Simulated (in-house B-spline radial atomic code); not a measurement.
A fraction x of an electron is removed from 5p in neutral xenon, starting from [Kr] 4d10 5s2 5p6 and keeping the highest spin. Level of theory: scalar-relativistic (X2C) PW91, spin-polarised, spherical fractional occupations, Fermi nucleus of rms radius 4.7859 fm; calculated with an all-electron radial atomic-structure program (B-spline basis).

| x | E(x) - E(0) (eV) | 5p down level (eV) |
| --- | --- | --- |
| 0 | 0.0000 | -8.284 |
| 0.01 | 0.0832 | -8.364 |
| 0.2 | 1.8176 | -9.898 |
| 0.31 | 2.9560 | -10.802 |
| 0.45 | 4.5496 | -11.967 |
| 0.5 | 5.1585 | -12.388 |
| 0.72 | 8.0891 | -14.260 |
| 0.83 | 9.7099 | -15.211 |
| 0.99 | 12.2551 | -16.608 |
| 1 | 12.4217 | -16.696 |

The exact functional would give a straight line between the two integer points. Deviations E(x) - E(0) - x[E(1) - E(0)], in eV: -0.041 at x = 0.01, -0.667 at x = 0.2, -0.895 at x = 0.31, -1.04 at x = 0.45, -1.052 at x = 0.5, -0.855 at x = 0.72, -0.6 at x = 0.83, -0.042 at x = 0.99.

The curve lies below the straight line by up to 1.052 eV (at x = 0.5): convex, the delocalisation error that favours fractional charges.

How well does Slater's transition state (minus the level at half occupation) give the ionisation energy?

It gives 12.388 eV against 12.422 eV from the two total energies; NIST lists 12.13 eV, ground level to ground level.
